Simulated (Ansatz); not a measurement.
## What each rung costs, and what it gives

The pair of Br⁻ (SMILES [Br-], atom 1) and CH₃F (SMILES CF, atoms 2–6), both closed shells, in one local arrangement (a lower one may exist), relaxed at PBE0-D4/def2-TZVPD:

Br1  (-0.277, -0.114, -2.873)
C2  (0.049, 0.020, 0.510)
F3  (0.184, 0.081, 1.907)
H4  (1.000, 0.273, 0.045)
H5  (-0.714, 0.728, 0.191)
H6  (-0.243, -0.988, 0.221)
(Å)

Interaction energies are counterpoise-corrected; the time is that of the whole pair.

Ansatz 0.2.0; basis: as named in each row; cores frozen in the correlated methods. Filled d shells of the heavier atoms are correlated. The def2 sets are not built for correlating such inner shells, so the correlated values are less sure here. B3LYP uses VWN-RPA correlation. Extrapolation: Hartree–Fock as exp(−7.88 √X), correlation as X^−2.97.

Times are rough, for one single point on 4 threads of a shared host (Arm Neoverse V1).

The estimate by CCSD(T) at an estimated basis limit (MP2 extrapolated from triple and quadruple zeta, plus CCSD(T) − MP2 in triple zeta) is -0.384 eV.

| method | basis | time (s) | interaction energy (eV) | method less estimate |
| --- | --- | --- | --- | --- |
| HF | STO-3G | under 1 | -0.087 | 0.297 |
| PBE-D4 | STO-3G | under 1 | -0.111 | 0.273 |
| SPW92 | def2-SVP | under 1 | -0.443 | -0.058 |
| PBE-D4 | def2-SVP | under 1 | -0.365 | 0.019 |
| B3LYP-D4 | 6-31G | under 1 | -0.385 | 0.000 |
| PBE0-D4 | def2-SVP | under 1 | -0.380 | 0.004 |
| revPBE-D4 | def2-TZVPPD | 2 | -0.349 | 0.036 |
| BLYP-D4 | def2-TZVPPD | 2 | -0.347 | 0.038 |
| CCSD(T) | def2-SVP | 2 | -0.309 | 0.076 |
| PBE-D4 | def2-TZVPPD | 3 | -0.372 | 0.013 |
| B3LYP-D4 | def2-TZVPPD | 3 | -0.363 | 0.021 |
| wB97M-V | def2-SVP | 3 | -0.358 | 0.027 |
| r2SCAN-D4 | def2-TZVPPD | 4 | -0.371 | 0.013 |
| HSE06-D4 | def2-TZVPPD | 4 | -0.375 | 0.009 |
| PBE0-D4 | def2-TZVPPD | 4 | -0.376 | 0.009 |
| B2PLYP | def2-TZVPPD | 5 | -0.331 | 0.053 |
| B97M-V | def2-TZVPPD | 6 | -0.369 | 0.015 |
| wB97X-V | def2-TZVPPD | 7 | -0.375 | 0.009 |
| wB97M-V | def2-TZVPPD | 8 | -0.377 | 0.008 |
| MP2 | def2-QZVPPD | 16 | -0.376 | 0.008 |
| CCSD(T) | def2-TZVPPD | 64 | -0.355 | 0.029 |

T1 diagnostic: at most 0.011.
